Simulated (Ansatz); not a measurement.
**Question.** Name a neutral molecule of Al, C, F, N, S and H with zero-point energy (PBE0-D4/def2-TZVP) between 176 and 192 kJ/mol and HOMO energy (PBE0/def2-TZVPP) between -6.40 and -6.10 eV (Ansatz, PBE0-D4/def2-TZVP geometry).

**Answer.** `CS[C]1(F)[NH][AlH]1` (181.6 kJ/mol, -6.26 eV). Other molecules can fit too; these were computed, each in one conformer that needn't be the lowest.
